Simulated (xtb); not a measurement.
H4SSi, SMILES S[SiH3]. All values are semi-empirical tight-binding results from xtb (GFN2-xTB unless named), good for trends rather than for accurate numbers. Geometry optimised at GFN2-xTB.

| Property | Result |
|---|---|
| point group as xtb finds it | Cs |
| orbital gap | 4.64 eV |
| zero-point energy | 20.3 kcal/mol |
| G − E(el) at 298.15 K (modified RRHO) | 4.0 kcal/mol |
| static polarisability (D4 model) | 52.4 bohr³ |
| solvation energy, GFN2-xTB/ALPB(water) | 0.1 kcal/mol |
| solvation energy, GFN2-xTB/ALPB(benzene) | -2.1 kcal/mol |
